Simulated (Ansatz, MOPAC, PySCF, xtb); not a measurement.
Torsion H4–P1–B2–P3 in BH5P2 (SMILES PBP); at each angle all else is relaxed with GFN2-xTB, and the levels are single points there.
Geometry at 240° (charge 0, multiplicity 1):
```json
[
 {"atom": "P", "x (Å)": "1.7519", "y (Å)": "0.1561", "z (Å)": "-0.0907"},
 {"atom": "B", "x (Å)": "0.1347", "y (Å)": "-0.7288", "z (Å)": "0.2432"},
 {"atom": "P", "x (Å)": "-0.2286", "y (Å)": "-1.5037", "z (Å)": "1.8976"},
 {"atom": "H", "x (Å)": "1.2682", "y (Å)": "1.4119", "z (Å)": "-0.4013"},
 {"atom": "H", "x (Å)": "2.1204", "y (Å)": "0.4836", "z (Å)": "1.2033"},
 {"atom": "H", "x (Å)": "-0.6893", "y (Å)": "-0.7344", "z (Å)": "-0.5894"},
 {"atom": "H", "x (Å)": "1.0200", "y (Å)": "-1.9759", "z (Å)": "2.2559"},
 {"atom": "H", "x (Å)": "-0.7485", "y (Å)": "-2.7275", "z (Å)": "1.5257"}
]
```

On the grid 0° to 330°, 330° is the highest and 240° the lowest point at MP2/CBS(cc-pV(T+d)Z, cc-pV(Q+d)Z) + ΔCCSD(T)/cc-pV(T+d)Z.

The state that PM3 reach isn't checked.

Programs: Ansatz (a quantum-chemistry and plane-wave program) with Gaussian orbitals; MOPAC for PM3 (differences of heats of formation); PySCF for the dispersion terms; xtb for the GFN methods. Each number belongs to the level named beside it.

Problem. One of these levels gives 3.74 kcal/mol for the energy at 330° less that at 240°. Which?
A) PBE-D4/def2-TZVPP
B) PM3
C) GFN1-xTB
D) GFN-FF

Solution. C, GFN1-xTB. The others give -0.58 (GFN-FF), 7.61 (PM3), 8.34 (PBE-D4/def2-TZVPP)
